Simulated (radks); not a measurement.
The numbers below are computed, except where a source is named.
Task: The mean radii <r> (bohr) of the occupied orbitals of an atom or ion are listed with their occupations. Code: a radial shooting solver on a logarithmic mesh with Libxc functionals. Model: Dirac Kohn-Sham, relativistic LDA (MacDonald-Vosko exchange, VWN5 correlation), spin-unpolarised, spherical densities, finite nucleus; Fermi nuclear charge, rms radius of each element as measured or else 0.836 A^(1/3) + 0.57 fm.

| orbital | occ. | <r> |
|---|---|---|
| 1s1/2 | 2 | 0.03719 |
| 2s1/2 | 2 | 0.1628 |
| 2p1/2 | 2 | 0.1389 |
| 2p3/2 | 4 | 0.1433 |
| 3s1/2 | 2 | 0.4599 |
| 3p1/2 | 2 | 0.4560 |
| 3p3/2 | 4 | 0.4665 |
| 3d3/2 | 4 | 0.4508 |
| 3d5/2 | 6 | 0.4544 |
| 4s1/2 | 2 | 1.212 |
| 4p1/2 | 2 | 1.343 |
| 4p3/2 | 4 | 1.374 |
| 4d3/2 | 2 | 2.000 |

Name the element and its charge. Open shells, if any, fill j = l - 1/2 first.

Result: Z = 40, zirconium, charge +2: Zr2+ in [Kr] 4d2. The 1s radius gives Z: for a bare nucleus <r> = (2 gamma + 1)/(2Z) with gamma = sqrt(1 - (Z/c)^2), 0.03641 bohr for Z = 40, and screening makes it slightly larger (0.03719 here). The occupations add up to 38, and the charge is Z minus that.
